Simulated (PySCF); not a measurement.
Does the structure fit the spectrum?

A compound C₁₀H₁₂O gives the data below (simulated from a calculation) and was assigned the structure `COc1cccc2c1CCC2`.

13C{1H} NMR (computed): δ 184.6 (C), 127.7 (C), 126.2 (CH), 122.0 (CH, 2C), 121.6 (CH, 2C), 41.5 (CH2), 21.5 (CH2), 16.5 (CH3).

1H NMR (300 MHz, computed): δ 7.91 (m, 2H), 7.26 (m, 1H), 7.26 (m, 2H), 2.77 (t, J = 7.7 Hz, 2H), 1.72 (qt, J = 8.5, 7.7 Hz, 2H), 1.08 (t, J = 8.5 Hz, 3H).

Level of theory: PBE0-D3(BJ)/def2-SVP structure, shieldings: GIAO KT3/pcSseg-1, spin–spin couplings from B3LYP/pcJ-1 (without the spin–dipole term), in PySCF 2.14 (non-relativistic, in vacuum, rapidly exchanging positions averaged, a single conformation).

δ = σ(ref) − σ, references computed at the same level: 1H (σ = 31.32 ppm), 13C (σ = 182.31 ppm) vs TMS.

(1) Compare with the shifts computed for the proposed structure, pairing carbons in order of shift.

(2) Which isomer fits?

## Answers

(1) Numbering as in the mapped SMILES `[CH3:1][O:2][c:3]1[cH:4][cH:5][cH:6][c:7]2[c:8]1[CH2:9][CH2:10][CH2:11]2` (H(Xn): hydrogen on atom n).

```
atom  computed for proposal  given list  difference
  C3                  149.1       184.6       -35.5
  C7                  137.8       127.7       +10.1
  C8                  123.9       126.2        -2.3
  C5                  121.2       122.0        -0.8
  C6                  110.2       122.0       -11.8
  C4                   99.2       121.6       -22.4
  C1                   53.3       121.6       -68.3
 C11                   37.2        41.5        -4.3
  C9                   32.9        21.5       +11.4
 C10                   29.2        16.5       +12.7
```

The rms difference is 26.4 ppm and the largest -68.3 ppm at C1 (methyl carbon bonded to O). The proposal also would give 10 carbon signals, not 8. The carbon types in order of shift don't match either: C, C, C, CH, CH, CH, CH3, CH2, CH2, CH2 for the proposal against C, C, CH, CH, CH, CH, CH, CH2, CH2, CH3 in the data. The proposal doesn't fit.

(2) `C(C)CC(=O)c1ccccc1`.

- Carbon types of the structure: 2 × C, 5 × CH, 2 × CH2, 1 × CH3, which accounts for all hydrogens.
- δC 184.6: ketone carbonyl carbon; the double bond to the heteroatom, with no lone-pair donor beside it, deshields it most.
- δC 127.7: substituted aromatic carbon.
- δC 126.2, 122.0, 121.6: aromatic CH.
- δH 7.91, 7.26, 7.26: hydrogen on an aromatic CH.
- The protons at 1.08 and 1.72 share a coupling of 8.5 Hz (vicinal).
- The protons at 1.72 and 2.77 share a coupling of 7.7 Hz (vicinal).

The data come from this structure; uniqueness wasn't tested.

Splittings below 1 Hz are ignored in the labels, and close J values are merged. Couplings among chemically equivalent protons are left out too, so labels in AA′BB′ or AA′XX′ sets are apparent multiplicities. Unscaled 3J(H,H) at this level run about 10 % above measured values. Shifts are as computed, not scaled to solution data. Of 1328 compounds with measured shifts, 309 miss one by over three times the rms of a fit or turn the order of signals round; such compounds aren't used in these exercises. Signals without a measured value on file couldn't be tested in this way. Vicinal H,H couplings across rotating CH2–CH2 and CH–CH2 bonds are estimated from the computed gauche and anti values for equal rotamer populations, (2 J gauche + J anti)/3.
